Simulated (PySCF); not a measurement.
hydrogen bromide (BrH), SMILES Br. Geometry optimised at PBE-D3(BJ)/def2-TZVPD.

TDDFT-M06-2X/def2-TZVPD (PySCF) puts the lowest singlet excitations at 6.58, 6.58, 8.68, 8.68, 8.78, 8.78 eV.

Problem. What are the lowest excitation roots from ADC(2)/aug-cc-pVDZ (PySCF)? (The exact figures need the calculation; the answer reports its results.)

Solution. 6.79, 6.79, 8.91, 8.91, 9.57, 9.57 eV. S1 differs by 0.21 eV (second minus first; roots are paired by order, and the bases may differ).
